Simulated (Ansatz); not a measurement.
Geometry optimisation, RKS B3LYP-D4/def2-SVP in Ansatz 0.2.0.

input.yaml

```yaml
crystal:
  periodic: [false, false, false]
  atoms:
    - { symbol: Si, position_ang: [0.0, 0.0, 0.0] }
    - { symbol: O, position_ang: [0.0, 0.0, 1.68] }
    - { symbol: Si, position_ang: [-1.3147, -0.4067, 2.6436] }
    - { symbol: H, position_ang: [-2.239, -1.2403, 1.8804] }
    - { symbol: H, position_ang: [-0.8506, -1.1432, 3.8157] }
    - { symbol: H, position_ang: [-1.9987, 0.8095, 3.0733] }
    - { symbol: F, position_ang: [1.4994, 0.0, -0.5295] }
    - { symbol: H, position_ang: [-0.6877, 1.1914, -0.4862] }
    - { symbol: H, position_ang: [-0.6877, -1.1914, -0.4862] }
basis:
  gaussian: { orbitals: def2-SVP }
hamiltonian:
  xc: b3lyp
  dispersion: d4
relax:
  f_tol: 0.02
  max_steps: 40
```

Command:

```bash
$ ansatz run input.yaml --threads 2 --pin off --max-ram 3072MiB --backend cpu --events-out ev --progress --plain --runs-dir out
```

**Question.** Where does it end, and by what steps?

**Answer.** It converged. The force dipped under the threshold on the way, but the program's further checks kept it going. After 21 steps the energy has fallen by 0.219 eV; O2 moved furthest, 0.94 Å.

```csv
step,energy less start (eV),largest force component (eV/Å),accepted
0,0.0000,1.166,yes
1,-0.0803,0.687,yes
2,-0.1229,0.384,yes
3,-0.1762,0.169,yes
4,-0.1909,0.493,yes
5,-0.2044,0.049,yes
6,-0.2066,0.168,yes
7,-0.2084,0.240,yes
8,-0.2144,0.017,yes
9,-0.2160,0.021,yes
10,-0.2170,0.063,yes
11,-0.2171,0.068,yes
12,-0.2178,0.047,yes
13,-0.2180,0.004,yes
14,-0.2182,0.025,yes
15,-0.2173,0.099,no
16,-0.2184,0.023,yes
17,-0.2186,0.024,yes
18,-0.2187,0.015,yes
19,-0.2188,0.033,yes
20,-0.2188,0.022,yes
21,-0.2189,0.007,yes
```

```xyz
9
Properties=species:S:1:pos:R:3
Si -0.071 0.061 -0.159
O -0.829 0.212 1.288
Si -1.388 -0.418 2.725
H -2.090 -1.710 2.476
H -0.249 -0.645 3.657
H -2.338 0.559 3.320
F 1.398 -0.590 0.074
H 0.112 1.409 -0.744
H -0.824 -0.860 -1.047
```

Run time: 38 s on 2 threads of Arm Neoverse V1, on a shared host, peak memory 0.17 GiB.
